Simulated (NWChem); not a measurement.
CH₄Be; SMILES [BeH][CH3]

All runs: NWChem. Structure relaxed at the PBE-D3(BJ)/def2-SVP level. Core excitations by TDA in a window of 1s orbitals, non-relativistic and unshifted: absolute energies depend strongly on the exact-exchange share.

Task: Estimate the computed values for C K edge, BHandHLYP/def2-TZVP. Quantities: first 1s excitation (eV); dipole oscillator strength of the first; first state with f > 0.002 (eV); dipole oscillator strength of that state.

Result: 
| Item | Value |
|---|---|
| first 1s excitation (eV) | 284.2 |
| dipole oscillator strength of the first | 0.0005 |
| first state with f > 0.002 (eV) | 285.9 |
| dipole oscillator strength of that state | 0.0439 |
